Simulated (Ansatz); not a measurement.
Reaction (redistribution): `[SiH3]BS[SiH3]` + `C[O][Ga]([NH2])[Cl]` → `CBS[SiH3]` + `[NH2][Ga]([Cl])[O][SiH3]`

Program: Ansatz. Geometries: PBE0-D4/def2-TZVP. ΔE: electronic, gas phase. CBS: MP2 limit from def2 TZ/QZ plus the TZ coupled-cluster correction, frozen cores. DFT in def2-TZVPP. B3LYP here is the variant with VWN-RPA as its local correlation; programs differ in this. For Ga outer-core shells are correlated without core-valence functions, which leaves a few kJ/mol of doubt a bond. Scalar relativity is left out up to krypton. One conformer a species, not always the lowest.

Task: Is it downhill or uphill in electronic energy at CCSD(T)/CBS, and by how much? (An estimate is asked.)

Result: The calculation gave: Downhill: ΔE = -2.30 eV.

Task: What do these levels give: PBE-D4, PBE0-D4, B3LYP-D4, ωB97X-V, PBE0, B3LYP, HF/def2-TZVPP, MP2/def2-TZVPP, SCS-MP2/def2-TZVPP, CCSD/def2-TZVPP, HF/def2-QZVPP, SCS-MP2/def2-QZVPP? (An estimate is asked.)

Result: Ansatz gave: PBE-D4 -2.03, PBE0-D4 -2.16, B3LYP-D4 -2.23, ωB97X-V -2.24, PBE0 -2.16, B3LYP -2.23, HF/def2-TZVPP -2.48, MP2/def2-TZVPP -2.41, SCS-MP2/def2-TZVPP -2.38, CCSD/def2-TZVPP -2.31, HF/def2-QZVPP -2.50, SCS-MP2/def2-QZVPP -2.41 eV.

Largest T1 diagnostic among the species: 0.015.

From PBE to PBE0 (25 % exact exchange), in def2-TZVPP and without D4, ΔE moves by −0.13 eV. In def2-TZVPP, CCSD(T) changes the Hartree–Fock value by +0.21 eV (the triples alone add +0.04 eV) and MP2 by +0.07 eV.
